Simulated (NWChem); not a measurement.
# CH4Cl2Ge; SMILES [CH3][GeH]([Cl])[Cl]

```xyz
8

Ge    -0.3181    -0.0008     0.3570
C     -2.0023    -0.0031    -0.6197
Cl     0.8241    -1.7599    -0.2263
Cl     0.8207     1.7598    -0.2285
H     -0.4100     0.0001     1.9008
H     -2.5835    -0.9071    -0.3531
H     -2.5817     0.9042    -0.3608
H     -1.7903    -0.0080    -1.7054
```
Atoms are numbered in this order, from 1.

Level: PBE-D3(BJ)/def2-SVP (NWChem), optimised geometry, unscaled harmonic frequencies. 

```json
[
 {"frequency (cm⁻¹)": "108", "IR intensity (km/mol)": "0.0"},
 {"frequency (cm⁻¹)": "139", "IR intensity (km/mol)": "3.3"},
 {"frequency (cm⁻¹)": "153", "IR intensity (km/mol)": "0.5"},
 {"frequency (cm⁻¹)": "173", "IR intensity (km/mol)": "4.5"},
 {"frequency (cm⁻¹)": "400", "IR intensity (km/mol)": "29.5"},
 {"frequency (cm⁻¹)": "419", "IR intensity (km/mol)": "72.5"},
 {"frequency (cm⁻¹)": "598", "IR intensity (km/mol)": "14.6"},
 {"frequency (cm⁻¹)": "629", "IR intensity (km/mol)": "47.4"},
 {"frequency (cm⁻¹)": "683", "IR intensity (km/mol)": "25.6"},
 {"frequency (cm⁻¹)": "791", "IR intensity (km/mol)": "67.3"},
 {"frequency (cm⁻¹)": "824", "IR intensity (km/mol)": "54.8"},
 {"frequency (cm⁻¹)": "1204", "IR intensity (km/mol)": "5.5"},
 {"frequency (cm⁻¹)": "1373", "IR intensity (km/mol)": "4.7"},
 {"frequency (cm⁻¹)": "1377", "IR intensity (km/mol)": "3.6"},
 {"frequency (cm⁻¹)": "2102", "IR intensity (km/mol)": "95.1"},
 {"frequency (cm⁻¹)": "2992", "IR intensity (km/mol)": "0.2"},
 {"frequency (cm⁻¹)": "3105", "IR intensity (km/mol)": "0.1"},
 {"frequency (cm⁻¹)": "3114", "IR intensity (km/mol)": "0.0"}
]
```

```
Property                                                                            Value
-----------------------------------------------------------------------  ----------------
zero-point energy                                                           28.8 kcal/mol
thermal correction to the enthalpy at 298.15 K (with zero-point energy)     33.6 kcal/mol
heat capacity Cv                                                         21.1 cal/(mol K)
entropy at 298.15 K and 1 atm (symmetry number 1)                        83.6 cal/(mol K)
dipole moment                                                                      2.64 D
```

Rigid rotor and harmonic oscillator.
